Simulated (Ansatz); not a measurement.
CuN2Cl2H6⁺, that is cis-Cu(NH3)2Cl2 with one electron fewer. Total charge 1; triplet. Geometry r2SCAN-D4/def2-SVP, that of the neutral doublet; atoms count from 1.

```xyz
11

Cu    0.0310    0.5948   -0.6136
N    -1.2693   -0.9971   -0.2703
H    -2.0835   -0.5689   -0.7310
H    -1.5299   -1.2585    0.6820
H    -1.0434   -1.8562   -0.7758
N     1.2297    0.2376    1.0533
H     2.0892    0.6365    0.6524
H     1.4219   -0.7168    1.3617
H     0.9903    0.7876    1.8809
Cl    1.8064    1.5929   -1.5107
Cl   -1.6424    1.5480   -1.7289
```

At PBE0-D4/def2-TZVP a singlet of charge 1 lies 0.18 eV below the triplet at the same geometry.

Q: Estimate the Mulliken populations from the PBE0/def2-TZVP orbitals of Ansatz.

A: 
| atom | charge (e) | spin (α − β) | d electrons |
| --- | --- | --- | --- |
| Cu1 | 0.38 | 0.55 | 9.49 |
| N2 | -0.54 | 0.11 | – |
| H3 | 0.30 | 0.00 | – |
| H4 | 0.30 | 0.00 | – |
| H5 | 0.31 | 0.00 | – |
| N6 | -0.54 | 0.11 | – |
| H7 | 0.30 | 0.00 | – |
| H8 | 0.30 | 0.00 | – |
| H9 | 0.31 | 0.00 | – |
| Cl10 | -0.05 | 0.61 | – |
| Cl11 | -0.05 | 0.61 | – |
Mulliken values and Mayer orders depend strongly on the basis.

Q: Where does the spin sit?

A: Summed by element: Cu 0.55, N 0.23, H 0.00, Cl 1.23, of 2 unpaired in all. Largest on single atoms: Cl11 0.61, Cl10 0.61, Cu1 0.55.

Q: And the Mayer bond orders between bonded heavy atoms (over 0.3)?

A: Cu1–N2 0.51 (2.08 Å); Cu1–N6 0.51 (2.08 Å); Cu1–Cl10 0.76 (2.23 Å); Cu1–Cl11 0.76 (2.23 Å). Values over 0.3 also appear between atoms too far apart for a bond (Cl10–Cl11 0.41 at 3.46 Å); they arise where an orbital or an unpaired electron spreads over both atoms.
